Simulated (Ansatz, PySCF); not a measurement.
Spin gap between two states, R1 and P1; the higher of the two is an excited state, each structure at its B3LYP-D3(BJ)/def2-TZVP stationary point, reached from a drawn start (curvature not checked).
R1, SiH2 (SMILES [SiH2]) (charge 0, multiplicity 1):
```xyz
3

Si     0.0000    -0.7086     0.0000
H      1.0912     0.3543     0.0000
H     -1.0912     0.3543     0.0000
```
P1, SiH2 (SMILES [SiH2]) (charge 0, multiplicity 3):
```tsv
atom	x (Å)	y (Å)	z (Å)
Si	0.0000	-0.5064	0.0000
H	1.2757	0.2532	0.0000
H	-1.2757	0.2532	0.0000
```

P less R. No zero-point or thermal terms; singlets are restricted closed shells; open shells are unrestricted.

Frozen-core correlation throughout. CBS: X⁻³ extrapolation of the correlation energy, Hartree–Fock from the larger set.

Run with Ansatz (Gaussian orbitals); PySCF for the D3/D4 terms. No computed number here is a measurement.

| level | spin gap (eV) |
|---|---|
| HF/cc-pV(Q+d)Z | 0.171 |
| r2SCAN-D3(BJ)/def2-TZVPP | 0.467 |
| B97M-V/def2-TZVPP | 0.900 |
| B3LYP-D3(BJ)/def2-TZVPP | 0.889 |
| PBE0/def2-TZVPP | 0.648 |
| BHLYP-D4/def2-TZVPP | 0.839 |
| SCS-MP2/cc-pV(T+d)Z | 0.914 |
| SCS-MP2/cc-pV(Q+d)Z | 0.952 |
| CCSD(T)/CBS(cc-pV(T+d)Z, cc-pV(Q+d)Z) | [?] |

Question: Some entries are withheld; supply them.

Answer: 
- CCSD(T)/CBS(cc-pV(T+d)Z, cc-pV(Q+d)Z), spin gap (eV): 0.888

Ansatz is a quantum-chemistry and plane-wave program.
